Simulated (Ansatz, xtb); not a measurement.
Species: AgI, net charge -1, doublet state. The spin state was set by rule; other spins were not relaxed. 
Coordinates optimised at B3LYP-D3(BJ)/def2-TZVP (Ansatz, a quantum-chemistry and plane-wave program):
```xyz
2

Ag     0.0000     0.0000    -1.5108
I      0.0000     0.0000     1.3397
```
Charge -1, spin multiplicity 2.

Harmonic wavenumbers from GFN2-xTB (xtb, at its own minimum), cm⁻¹: 89.

**Question.** Give the harmonic wavenumbers at B3LYP-D3(BJ)/def2-TZVP (Ansatz, finite differences of forces, unscaled).

**Answer.** 111 cm⁻¹. Zero-point energy 0.2 kcal/mol.

**Question.** From these and the geometry, give the ideal-gas thermochemistry at 298.15 K and 1 atm (rigid rotor, harmonic oscillator).

**Answer.** Point group C∞v, rotational symmetry number 1. Rotational constants 1.067, 1.067 GHz. S(trans) 42.26, S(rot) 19.22, S(vib) 3.25, S(elec, spin only) 1.38, S 66.1 cal/(mol K). H(298) - H(0) 2.52 kcal/mol; G - E(el) -17.0 kcal/mol.
